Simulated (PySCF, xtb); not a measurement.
C2H4ClNSi, SMILES C1[Si@H](Cl)CN=1.

Harmonic wavenumbers (cm⁻¹) from GFN2-xTB (xtb 6.7.1) at its own minimum, in rising order: 106, 144, 341, 445, 526, 581, 646, 661, 727, 847, 851, 993, 1083, 1156, 1216, 1446, 1624, 2287, 2974, 2993, 3053.

Problem. What does PySCF with PBE0-D3(BJ)/def2-SVP give at its own minimum? (The exact figures need the calculation; the answer reports its results.)

Solution. 104, 185, 344, 459, 612, 638, 719, 744, 824, 856, 916, 978, 1137, 1180, 1271, 1416, 1648, 2233, 3090, 3152, 3170. Paired by order, the mean absolute difference is 56 cm⁻¹ and the zero-point energies are 35.3 and 36.7 kcal/mol.
